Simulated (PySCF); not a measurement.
## [La(H2O)]3+ at several levels of theory

Computed with PySCF 2.14.0 (density fitting, no spin-orbit coupling) at the geometry relaxed with r2SCAN:

```xyz
4
[La(H2O)]3+ (singlet)
La    0.0000    0.0000   -0.1555
O     0.0000    0.0000    2.1838
H     0.7770    0.0000    2.8130
H    -0.7770    0.0000    2.8130
```

| level | basis | state | HOMO (eV) | gap (eV) | charge on La1 (e) | population of f-type functions on La1 (polarisation alone where 4f lies in the core) | dipole about the centre of mass (D) | largest force component (eV/Å) |
| --- | --- | --- | --- | --- | --- | --- | --- | --- |
| r2SCAN | La lcecp-1-SVP with ECP46, O def2-SVP, H def2-SVP | singlet | -25.68 | 5.55 | 2.61 | 0.02 | 2.40 | 0.02 |
| PBE0 | the same | singlet | -27.07 | 7.22 | 2.62 | 0.02 | 2.34 | 0.13 |
| r2SCAN | La lcecp-1-TZVP with ECP46, O def2-TZVP, H def2-TZVP | singlet | -25.69 | 5.50 | 2.68 | 0.03 | 2.49 | 0.28 |
| r2SCAN | La x2c-SVPall, O x2c-SVPall, H x2c-SVPall | singlet | -25.87 | 5.30 | 2.60 | 0.06 | 2.58 | 0.72 |

In the lcecp rows the 4f levels are missing from HOMO and gap, and the state counts the valence alone.

Charges are Mulliken's, which hang on the basis. The relaxation used the grid (50, 194), these runs (75, 302) or, all-electron (x2c bases, spin-free X2C Hamiltonian), (99, 590).

**Question.** A further run in the first row's basis gives HOMO (eV) -26.77, gap (eV) 6.59, charge on La1 (e) 2.60, population of f-type functions on La1 (polarisation alone where 4f lies in the core) 0.02, dipole about the centre of mass (D) 2.41, largest force component (eV/Å) 0.05. Which level was it?
A. TPSSh
B. B3LYP
C. revPBE

**Answer.** B. The others give HOMO -26.09 eV (TPSSh); -25.37 eV (revPBE).

In the first row's basis the gap widens with exact exchange: 4.6 to 5.5 eV for revPBE, r2SCAN (none); 5.9 to 7.2 eV for TPSSh, B3LYP, PBE0 (a fixed share).

No frequency check is given that shows the relaxed geometry to be a minimum.
